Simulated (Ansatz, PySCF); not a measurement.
C₃H₁₁NSi₂, SMILES C=C([SiH3])N(C)[SiH3]. Atoms are numbered in the order given.

```xyz
17

C     -1.2424    -1.8080    -0.0845
C     -0.6598    -0.5877     0.0154
Si    -1.7374     0.7730     0.7806
N      0.6402    -0.3184    -0.4336
C      1.3729    -1.4204    -1.0424
Si     1.5513     1.1446    -0.0834
H     -2.2659    -1.9570     0.2602
H     -0.7414    -2.6828    -0.5039
H     -1.9919     1.8885    -0.1767
H     -3.0321     0.1455     1.1596
H     -1.0997     1.3518     2.0003
H      0.8245    -1.8244    -1.9115
H      2.3555    -1.0738    -1.3944
H      1.5362    -2.2515    -0.3316
H      0.5939     2.2598     0.1269
H      2.4294     1.4266    -1.2530
H      2.4196     1.0201     1.1274
```
Charge 0, spin multiplicity 1.

Geometry: B3LYP-D3(BJ)/def2-SVP. The structure was generated by enumeration, and PubChem lists no compound with its InChIKey, so it may never have been made. One conformer was computed; it need not be the lowest.

Two levels are set side by side: PBE-D3(BJ)/def2-SVP (Ansatz, an electronic-structure program) and B3LYP-D3(BJ)/def2-SVP (Ansatz). Each level has its own optimised geometry; the coordinates shown are those of the second. Frequencies come from the Hessian of PySCF at each geometry. Differences are taken from unrounded values.

```
quantity                            B3LYP-D3(BJ)
----------------------------------  ------------
mean bond length (Å)                       1.394
bond C1–C2 (Å)                             1.356
bond C2–Si3 (Å)                            1.897
bond C2–N4 (Å)                             1.401
bond N4–C5 (Å)                             1.457
bond N4–Si6 (Å)                            1.759
bond C1–H7 (Å)                             1.090
bond C1–H8 (Å)                             1.092
bond Si3–H9 (Å)                            1.492
bond Si3–H10 (Å)                           1.488
bond Si3–H11 (Å)                           1.493
bond C5–H12 (Å)                            1.104
bond C5–H13 (Å)                            1.100
bond C5–H14 (Å)                            1.106
bond Si6–H15 (Å)                           1.485
bond Si6–H16 (Å)                           1.489
bond Si6–H17 (Å)                           1.495
highest harmonic wavenumber (cm⁻¹)          3250
mean harmonic wavenumber (cm⁻¹)             1248
zero-point energy (kcal/mol)               80.26
```

### Question
What does PBE-D3(BJ) give, and how far is it from B3LYP-D3(BJ)? (Estimate from the structure and the level; the computed values follow.)

### Answer

| quantity | PBE-D3(BJ) | PBE-D3(BJ) minus B3LYP-D3(BJ) |
|---|---|---|
| mean bond length (Å) | 1.403 | 0.010 |
| bond C1–C2 (Å) | 1.366 | 0.010 |
| bond C2–Si3 (Å) | 1.902 | 0.005 |
| bond C2–N4 (Å) | 1.402 | 0.001 |
| bond N4–C5 (Å) | 1.458 | 0.001 |
| bond N4–Si6 (Å) | 1.770 | 0.011 |
| bond C1–H7 (Å) | 1.098 | 0.008 |
| bond C1–H8 (Å) | 1.100 | 0.009 |
| bond Si3–H9 (Å) | 1.506 | 0.014 |
| bond Si3–H10 (Å) | 1.501 | 0.013 |
| bond Si3–H11 (Å) | 1.507 | 0.014 |
| bond C5–H12 (Å) | 1.113 | 0.008 |
| bond C5–H13 (Å) | 1.108 | 0.008 |
| bond C5–H14 (Å) | 1.114 | 0.009 |
| bond Si6–H15 (Å) | 1.499 | 0.015 |
| bond Si6–H16 (Å) | 1.503 | 0.013 |
| bond Si6–H17 (Å) | 1.509 | 0.014 |
| highest harmonic wavenumber (cm⁻¹) | 3188 | -62 |
| mean harmonic wavenumber (cm⁻¹) | 1209 | -39 |
| zero-point energy (kcal/mol) | 77.75 | -2.51 |

GGA bonds tend to be longer and softer than those of functionals with exact exchange. Differences between two approximate levels are no errors against the true value.
